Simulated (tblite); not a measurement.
Compound: C5H10BF3O2.
SMILES with atom numbers: `[BH3-:1][O+:2]1[CH2:3][CH2:4][CH2:5][C@@H:6]1[O:7][C:8]([F:9])([F:10])[F:11]` (hydrogens: H12, H13, H14 on B1; H15, H16 on C3; H17, H18 on C4; H19, H20 on C5; H21 on C6)

Computed with GFN2-xTB (tblite), gas phase: L-BFGS steps from a force-field or distance-geometry start until the largest atomic force falls under 0.01 eV/Å.

Step 54: E = -1072.0633 eV
```
atom  x, y, z in Å  |  force x, y, z in eV/Å
B1     -0.5754    2.1077   -0.5703   -0.002  -0.012   0.001
O2     -0.7417    0.5837    0.0893   -0.001  -0.024  -0.025
C3     -1.7824   -0.1733   -0.5197   -0.018  -0.001   0.009
C4     -1.5489   -1.6148   -0.0670   -0.009   0.018   0.001
C5     -0.0334   -1.6681    0.1687   -0.018  -0.016  -0.016
C6      0.4239   -0.2018    0.0649   -0.002  -0.014  -0.016
O7      1.1999    0.1876    1.1917    0.010   0.004   0.026
C8      2.4832    0.4443    0.9954    0.002   0.000   0.019
F9      3.0039    0.9585    2.0962   -0.002  -0.013   0.005
F10     2.7516    1.2731   -0.0133    0.009   0.011   0.008
F11     3.1910   -0.6771    0.7181   -0.024  -0.006  -0.011
H12    -0.3030    1.9131   -1.7137    0.006  -0.009  -0.020
H13     0.2942    2.6036    0.0561    0.000   0.001   0.017
H14    -1.6408    2.5891   -0.3979   -0.008  -0.002   0.000
H15    -1.7149   -0.0739   -1.6106   -0.003  -0.009   0.032
H16    -2.7259    0.2513   -0.1785   -0.012   0.003  -0.020
H17    -2.0904   -1.8209    0.8555    0.015   0.015  -0.014
H18    -1.8724   -2.3252   -0.8258   -0.003   0.016   0.042
H19     0.2039   -2.0509    1.1603    0.023   0.021  -0.013
H20     0.4763   -2.2815   -0.5710    0.024   0.001  -0.005
H21     0.9925   -0.0076   -0.8564    0.014   0.015  -0.020
```

Step 55: E = -1072.0637 eV
```
atom  x, y, z in Å  |  force x, y, z in eV/Å
B1     -0.5739    2.1077   -0.5714    0.001  -0.021   0.005
O2     -0.7407    0.5829    0.0870   -0.007  -0.022  -0.016
C3     -1.7822   -0.1743   -0.5195   -0.026   0.001   0.002
C4     -1.5496   -1.6146   -0.0632   -0.021   0.022  -0.001
C5     -0.0329   -1.6699    0.1632   -0.028  -0.022  -0.016
C6      0.4246   -0.2033    0.0630   -0.002  -0.014  -0.021
O7      1.1985    0.1841    1.1918    0.023   0.003   0.012
C8      2.4812    0.4460    0.9974    0.014  -0.003   0.031
F9      2.9967    0.9628    2.0992    0.003  -0.007   0.010
F10     2.7497    1.2758   -0.0108    0.000  -0.008   0.017
F11     3.1951   -0.6730    0.7240   -0.039   0.008  -0.018
H12    -0.3025    1.9150   -1.7146    0.009  -0.015  -0.033
H13     0.2974    2.5987    0.0557    0.006   0.015   0.021
H14    -1.6375    2.5916   -0.3979   -0.015  -0.004   0.006
H15    -1.7152   -0.0773   -1.6105    0.002  -0.013   0.022
H16    -2.7256    0.2521   -0.1809   -0.014   0.005  -0.009
H17    -2.0847   -1.8156    0.8642    0.010   0.016  -0.021
H18    -1.8813   -2.3258   -0.8179    0.006   0.013   0.051
H19     0.2092   -2.0571    1.1521    0.027   0.021  -0.017
H20     0.4703   -2.2820   -0.5823    0.031   0.012  -0.001
H21     0.9947   -0.0069   -0.8566    0.018   0.012  -0.025
```

Step 56: E = -1072.0642 eV
```
atom  x, y, z in Å  |  force x, y, z in eV/Å
B1     -0.5725    2.1078   -0.5727    0.006  -0.026   0.006
O2     -0.7395    0.5817    0.0833   -0.011  -0.012  -0.004
C3     -1.7824   -0.1757   -0.5193   -0.028   0.005  -0.007
C4     -1.5501   -1.6140   -0.0585   -0.028   0.022  -0.001
C5     -0.0322   -1.6720    0.1568   -0.030  -0.014  -0.016
C6      0.4255   -0.2049    0.0599    0.000  -0.009  -0.025
O7      1.1970    0.1809    1.1913    0.021  -0.002  -0.010
C8      2.4790    0.4476    0.9998    0.020  -0.003   0.038
F9      2.9885    0.9654    2.1038    0.015   0.003   0.025
F10     2.7491    1.2794   -0.0066   -0.010  -0.024   0.022
F11     3.1982   -0.6690    0.7295   -0.044   0.013  -0.027
H12    -0.3015    1.9185   -1.7162    0.011  -0.021  -0.037
H13     0.3001    2.5930    0.0564    0.009   0.029   0.022
H14    -1.6346    2.5946   -0.3988   -0.017  -0.011   0.012
H15    -1.7163   -0.0821   -1.6101    0.007  -0.017   0.000
H16    -2.7257    0.2525   -0.1838   -0.019   0.010   0.009
H17    -2.0772   -1.8094    0.8743   -0.003   0.017  -0.013
H18    -1.8911   -2.3263   -0.8077    0.011  -0.001   0.048
H19     0.2155   -2.0623    1.1427    0.032   0.014  -0.014
H20     0.4638   -2.2829   -0.5942    0.039   0.020  -0.004
H21     0.9975   -0.0059   -0.8579    0.019   0.007  -0.025
```

Step 57: E = -1072.0649 eV
```
atom  x, y, z in Å  |  force x, y, z in eV/Å
B1     -0.5681    2.1070   -0.5745    0.012  -0.025   0.004
O2     -0.7371    0.5790    0.0779   -0.010   0.006   0.013
C3     -1.7831   -0.1774   -0.5190   -0.023   0.007  -0.016
C4     -1.5532   -1.6124   -0.0504   -0.022   0.004   0.008
C5     -0.0326   -1.6771    0.1438   -0.015  -0.010  -0.010
C6      0.4271   -0.2094    0.0550    0.004   0.001  -0.025
O7      1.1949    0.1718    1.1915    0.025  -0.008  -0.041
C8      2.4754    0.4519    1.0058    0.017  -0.008   0.038
F9      2.9728    0.9781    2.1115    0.016  -0.002   0.023
F10     2.7438    1.2841   -0.0011   -0.018  -0.044   0.034
F11     3.2076   -0.6588    0.7433   -0.054   0.032  -0.026
H12    -0.3003    1.9220   -1.7198    0.010  -0.026  -0.027
H13     0.3085    2.5844    0.0559    0.003   0.035   0.013
H14    -1.6273    2.5999   -0.3971   -0.010  -0.025   0.017
H15    -1.7167   -0.0907   -1.6096    0.008  -0.018  -0.031
H16    -2.7259    0.2549   -0.1882   -0.019   0.017   0.027
H17    -2.0664   -1.7966    0.8922   -0.010   0.019  -0.008
H18    -1.9104   -2.3284   -0.7880    0.015  -0.010   0.044
H19     0.2282   -2.0771    1.1230    0.025   0.014  -0.034
H20     0.4515   -2.2828   -0.6205    0.027   0.042   0.013
H21     1.0026   -0.0056   -0.8598    0.018   0.000  -0.017
```

Q: Estimate the geometry and energy of step 58. (The exact step hangs on the optimiser's Hessian estimate; all steps are aligned on step 57, rigid shifts and turns removed.)

A: E = -1072.0657 eV, largest force 0.071 eV/Å
```
atom  x, y, z in Å  |  force x, y, z in eV/Å
B1     -0.5668    2.1070   -0.5770    0.017  -0.014  -0.003
O2     -0.7366    0.5779    0.0722   -0.005   0.023   0.019
C3     -1.7847   -0.1796   -0.5189   -0.010   0.012  -0.025
C4     -1.5534   -1.6108   -0.0434   -0.010   0.000   0.010
C5     -0.0320   -1.6788    0.1353    0.004   0.037  -0.006
C6      0.4282   -0.2104    0.0493    0.003   0.016  -0.021
O7      1.1932    0.1694    1.1893   -0.032  -0.013  -0.049
C8      2.4733    0.4525    1.0102   -0.002   0.002   0.018
F9      2.9638    0.9745    2.1199    0.038   0.013   0.059
F10     2.7459    1.2894    0.0084   -0.025  -0.030   0.019
F11     3.2060   -0.6551    0.7457   -0.009  -0.016  -0.033
H12    -0.2975    1.9276   -1.7237    0.008  -0.034  -0.004
H13     0.3097    2.5785    0.0587   -0.003   0.041  -0.001
H14    -1.6247    2.6045   -0.4004   -0.001  -0.044   0.021
H15    -1.7186   -0.1001   -1.6092    0.009  -0.013  -0.062
H16    -2.7280    0.2540   -0.1921   -0.017   0.026   0.045
H17    -2.0545   -1.7878    0.9054   -0.042   0.019   0.035
H18    -1.9209   -2.3297   -0.7707    0.002  -0.047   0.006
H19     0.2376   -2.0808    1.1104    0.031  -0.006  -0.007
H20     0.4449   -2.2819   -0.6341    0.034   0.033  -0.011
H21     1.0064   -0.0035   -0.8634    0.011  -0.005  -0.008
```

The energy changes by -0.0007 eV. The first-order estimate −F·Δx gives -0.0013 eV and the mean of the old and new forces, exact on a quadratic surface, -0.0008 eV. The step makes an angle of 80° with the force vector and moves no atom by more than 0.020 Å.

The cost below is that of the whole relaxation. The run took 3.7 s wall on one thread, Arm Neoverse N1 (aarch64), no GPU, on a shared host.
